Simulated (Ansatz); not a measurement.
Spectroscopic constants of RuH+, multiplicity 3 (an upper state: multiplicity 5 came lower at CCSD(T)/def2-TZVPP on PBE0 minima). No spin–orbit coupling.

Seven points along R, fitted to fifth degree in 1/R; most abundant isotopes. Runs in def2 and cc sets follow the lowest solution found near the PBE0 minimum.

Codes used: Ansatz (Gaussian basis) for Hartree–Fock, density functionals and correlated methods. Values without a source in brackets are computed. In def2 rows elements past Kr take small-core potentials, without spin–orbit coupling.

```
level               r_e (Å)  ω_e (cm⁻¹)  ω_e x_e (cm⁻¹)
------------------  -------  ----------  --------------
PBE/def2-TZVPP        1.546           …              41
PBE0/def2-TZVPP       1.534        2174              52
wB97X-V/def2-TZVPP        …           …              44
```

Task: What belongs in the gaps?

Result: 
- wB97X-V/def2-TZVPP, r_e (Å): 1.530
- wB97X-V/def2-TZVPP, ω_e (cm⁻¹): 2226
- PBE/def2-TZVPP, ω_e (cm⁻¹): 2133

Ansatz is a program for electronic structure.
